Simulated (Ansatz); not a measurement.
System: SeF3, net charge 0, doublet state. It need not be the lowest isomer of its formula. SMILES: F[Se](F)F
Coordinates optimised at B3LYP-D3(BJ)/def2-TZVP (Ansatz, a quantum-chemistry and plane-wave program):
```
Se
F 1 1.7192
F 1 1.8141 2 86.62
F 1 1.8141 2 86.62 3 170.31
```
Charge 0, spin multiplicity 2.

Parts of the frozen-core correlation energy in aug-cc-pVDZ (Ansatz, hartree). Frozen orbitals: 17; correlated occupied orbitals by spin: 14 and 13; virtual: 74 and 75. UHF or UKS for open shells. No spin-orbit coupling. No relativistic terms.

| term | value |
|---|---|
| reference (HF) | -2698.08126 |
| MP2 opposite-spin | -0.55295 |
| MP2 same-spin | (withheld) |
| CCSD correlation | (withheld) |
| (T) | (withheld) |
| T1 diagnostic | 0.023 |
| largest doubles amplitude | 0.053 |
| <S^2> of the reference | 0.772 |

Task: Complete the blanks.

Result: 
- MP2 same-spin, value: -0.21444
- CCSD correlation, value: -0.77140
- (T), value: -0.02512
